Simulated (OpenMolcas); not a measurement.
## Levels of Ru2+ by method

```json
{"Program": "OpenMolcas", "Basis": "ANO-RCC-VDZP [6s5p3d1f]", "Scalar Hamiltonian": "DKH2, point nucleus", "Active space": "6 electrons in 6 orbitals (4d 5s)", "State averaging": "2S+1 = 5 even, 30 roots; 2S+1 = 7 even, 1 root kept (CI in the orbitals of an earlier block); 2S+1 = 3 even, 127 roots kept (CI in the orbitals of an earlier block, 107 in the spin-orbit step); 2S+1 = 1 even, 102 roots kept (CI in the orbitals of an earlier block, 62 in the spin-orbit step)", "Spin-orbit coupling": "RASSI with atomic mean-field integrals over the reference wave functions, term energies averaged over their components"}
```

Methods on the same reference wave functions:
A. CASSCF
B. SS-CASPT2, IPEA 0.25 Eh, imaginary shift 0.1 Eh (closed shells correlated: 4s 4p)
C. MS-CASPT2, IPEA 0.25 Eh, imaginary shift 0.1 Eh (closed shells correlated: 4s 4p)

Energies in eV above 4d⁶ ⁵D₄, the measured ground level; measured values from Moore, Atomic Energy Levels, vol. III, NSRDS-NBS 35 (1971 reprint of NBS Circular 467, 1958).

| Level | A | B | C | Measured |
| --- | --- | --- | --- | --- |
| 4d⁶ ⁵D₄ | 0.0000 | 0.0000 | 0.0000 | 0.0000 |
| 4d⁶ ⁵D₃ | 0.1577 | 0.1603 | 0.1605 | 0.1437 |
| 4d⁶ ⁵D₂ | 0.2537 | 0.251 | 0.252 | 0.2264 |
| 4d⁶ ⁵D₁ | 0.3156 | 0.312 | 0.312 | 0.2810 |
| 4d⁶ ⁵D₀ | 0.3454 | 0.340 | 0.341 | 0.3070 |
| 4d⁶ ³H₆ | 2.2709 | 2.072 | 2.073 |  |
| 4d⁶ ³H₅ | 2.3184 | 2.102 | 2.103 |  |
| 4d⁶ ³P₂(1) | 2.3691 | 1.876 | 1.877 |  |
| 4d⁵ 5s ⁷S₃ | 2.4043 | 2.925 | 2.926 | 3.3678 |
| 4d⁶ ³F₃(1) | 2.5991 | 2.224 | 2.224 |  |
| 4d⁶ ³F₂(1) | 2.6743 | 2.279 | 2.280 |  |
| 4d⁶ ³P₁(1) | 2.8213 | 2.332 | 2.333 |  |
| 4d⁶ ³G₅ | 2.8379 | 2.537 | 2.538 |  |
| 4d⁶ ³P₀(1) | 2.9155 | 2.417 | 2.418 |  |
| 4d⁶ ³G₄ | 2.9843 | 2.658 | 2.657 |  |
| 4d⁶ ³G₃ | 3.0236 | 2.690 | 2.691 |  |
| 4d⁶ ¹I₆ | 3.4808 | 3.201 | 3.202 |  |
| 4d⁶ ³D₂ | 3.5075 | 2.991 | 2.992 |  |
| 4d⁶ ³D₁ | 3.5215 | 3.017 | 3.018 |  |
| 4d⁶ ³D₃ | 3.5502 | 3.044 | 3.045 |  |
| 4d⁶ ¹G₄(1) | 3.6745 | 3.271 | 3.273 |  |
| 4d⁶ ¹S₀ | 4.1392 | 3.561 | 3.562 |  |
| 4d⁶ ¹F₃ | 4.9420 | 4.198 | 4.199 |  |
| 4d⁶ ³P₀(2) | 5.6574 | 4.715 | 4.716 |  |

Deviations, from unrounded energies. A percentage is the sum of absolute deviations over the sum of measured energies, with the sign that they share, or ± where signs differ.

```csv
Against measurement,Levels,A,B,C
mean absolute deviation (cm-1),5,1700,880,880
fine structure of the ground term (%),4,+11.9,+11.0,+11.2
other configurations (%),1,-28.6,-13.1,-13.1
```

B, C lie about equally close to measurement and A furthest from it. The largest miss of B in the table is 4d⁵ 5s ⁷S₃, by -3600 cm-1. The ranking rests on the paired levels alone, and a cruder setting can come out closer through cancelling errors.

Between B and C the level of the table that moves most is 4d⁶ ¹G₄(1), by 17 cm-1 (lowest in B, highest in C). Moves below CASPT2's spread within the term are not significant.

The two smallest mean deviations differ by little beside CASPT2's spread within terms, so their order carries little weight.

From A to B the spin-free energies of the other terms of 4d⁶ shown, above ⁵D, scale by factors of 0.79 to 0.91, as is usual when dynamic correlation screens the repulsion within a d or f shell.

The lowest spin-free term lies below A's lowest term by 0.301 hartree in B, 0.301 hartree in C.

CASPT2 breaks the degeneracy within a term, and the mean is taken; among the terms shown or strongly mixed into the levels shown the widest spread is 1400 cm-1 (4d⁶ ¹I, C). Some high roots are left out of the spin-orbit mixing, which shifts the levels that they would mix with. Terms from blocks run as CI alone lack orbitals of their own. A single d shell beside an s shell can misplace configurations of different d count against each other. Without dynamic correlation excited terms often stand tens of per cent too high (terms of higher spin than the ground term too low), and those without a measured partner can miss by more than the paired ones (holds for A). The CASPT2 spread within a term exceeds the gap to the next term for 4d⁶ ¹G(1) and 4d⁶ ¹I, so the order of their levels is uncertain (holds for B; C). Blocks of more than 70 roots (2S+1 = 3 even) ran without multistate coupling (holds for C). Computed and measured levels are paired by configuration, term and J; levels that our copy of the source lacks, or whose pairing is in doubt (as where it misses far off the trend of its configuration), stay unpaired and out of the deviations. Levels of configurations outside the active space are missing. The table leaves out levels that lie high or whose names do not pair safely across all columns.

A number in round brackets counts repeated terms of one configuration in the order of the reference energies.
